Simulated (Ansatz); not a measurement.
Reactions of CH8GeOSi (`[OH][GeH2][CH2][SiH3]`).

Gas-phase electronic energies from Ansatz, PBE0-D4/def2-TZVP geometries. CBS: MP2 limit from def2 TZ/QZ plus the TZ coupled-cluster correction, frozen cores. This one scheme is used for every species. Functionals use def2-TZVPP. For Br, Ge, Se outer-core shells are correlated without core-valence functions, which leaves a few kJ/mol of doubt a bond. Scalar relativity is left out up to krypton. One conformer a species, not always the lowest.

```json
{"reaction": "`[OH][GeH2][CH2][SiH3]` + `FCS` → `FCSC[SiH3]` + `[OH][GeH3]`", "HF/CBS(def2) (kcal/mol)": "11.6", "B2PLYP (kcal/mol)": "11.3"}
{"reaction": "`[OH][GeH2][CH2][SiH3]` + `C=CCS` → `[SiH3][CH2][GeH2][SH]` + `C=CCO`", "HF/CBS(def2) (kcal/mol)": "2.6", "B2PLYP (kcal/mol)": "3.1"}
{"reaction": "`[OH][GeH2][CH2][SiH3]` + `[F][GeH2][F]` → `[OH][GeH2][GeH2][F]` + `FC[SiH3]`", "HF/CBS(def2) (kcal/mol)": "39.3", "B2PLYP (kcal/mol)": "38.0"}
{"reaction": "`[OH][GeH2][CH2][SiH3]` + H₂O → `[OH][GeH2][OH]` + `C[SiH3]`", "HF/CBS(def2) (kcal/mol)": "-15.2", "B2PLYP (kcal/mol)": "-12.4"}
{"reaction": "`[OH][GeH2][CH2][SiH3]` + `O[SiH](O)O` → `[OH][GeH2][O][SiH](O)O` + `C[SiH3]`", "HF/CBS(def2) (kcal/mol)": "-20.8", "B2PLYP (kcal/mol)": "-17.8"}
{"reaction": "`[OH][GeH2][CH2][SiH3]` + `C[SiH2]O` → `C[SiH](O)[GeH2][OH]` + `C[SiH3]`", "HF/CBS(def2) (kcal/mol)": "-0.5", "B2PLYP (kcal/mol)": "-2.2"}
{"reaction": "`[OH][GeH2][CH2][SiH3]` + `B[SiH2]O` → `B[SiH2]OC[SiH3]` + `[OH][GeH3]`", "HF/CBS(def2) (kcal/mol)": "22.6", "B2PLYP (kcal/mol)": "25.2"}
{"reaction": "`[OH][GeH2][CH2][SiH3]` + H₂Se → `[OH][GeH2][SeH]` + `C[SiH3]`", "HF/CBS(def2) (kcal/mol)": "-19.1", "B2PLYP (kcal/mol)": "-18.2"}
{"reaction": "`[OH][GeH2][CH2][SiH3]` + HBr → `[OH][GeH2][Br]` + `C[SiH3]`", "HF/CBS(def2) (kcal/mol)": "-27.6", "B2PLYP (kcal/mol)": "-24.3"}
{"reaction": "`[OH][GeH2][CH2][SiH3]` + `C#CB(F)F` → `C#[C][GeH2][OH]` + `FB(F)C[SiH3]`", "HF/CBS(def2) (kcal/mol)": "-2.0", "B2PLYP (kcal/mol)": "-0.2"}
```

Question: Give the CCSD(T)/CBS values in the same order. (An estimate is asked.)

Answer: Ansatz gave: 12.0, 3.1, 40.1, -8.7, -15.9, -1.1, 27.6, -16.1, -21.6, 0.3 kcal/mol.

Largest T1 diagnostic: 0.014, for `C#CB(F)F`.
